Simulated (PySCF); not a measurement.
**Be: excitation energy**

Be [He] 2s2 (1S) → Be [He] 2s1 3s1, s spin flipped, as a difference of total energies. Computed with PySCF 2.14 in aug-cc-pCVTZ-DK (7s6p4d2f, 59 functions), with the spin-free X2C one-electron Hamiltonian (Gaussian nucleus). Correlated levels: valence: 1s2 frozen. The calculations carry no spin-orbit coupling.

| method | excitation energy (eV) |
| --- | --- |
| UHF | 0.000 |
| MP2 (valence) | 0.000 |
| SCS-MP2 (valence) | 0.000 |

The upper determinant mixes two multiplicities, so it lies between the two terms.

The promoted electron is Rydberg-like, and one or two diffuse shells describe it only roughly, which tends to raise the upper state.
